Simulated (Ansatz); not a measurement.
Z-matrix (Å, degrees):
```
Al
O 1 1.6910
H 2 0.9582 1 122.43
O 1 1.6910 2 120.00 3 180.00
H 4 0.9582 1 122.43 2 0.00
O 1 1.6910 2 120.00 3 0.00
H 6 0.9582 1 122.43 2 180.00
```
Charge 0, multiplicity 1.

Computed with frozen-core CCSD(T)/cc-pVTZ // r2SCAN-D4/def2-TZVP run with Ansatz (a quantum-chemistry and plane-wave program).

The HF energy is -468.54004 Ha and the MP2 correlation energy comes out as -0.80606 Ha.

**Question.** Estimate the CCSD correlation energy, the (T) correction, the total energy and the T1 diagnostic.

**Answer.** 
```
Item                             Value
-----------------------  -------------
CCSD correlation energy    -0.81177 Ha
(T) correction             -0.02760 Ha
CCSD(T) total energy     -469.37942 Ha
T1 diagnostic                    0.012
```
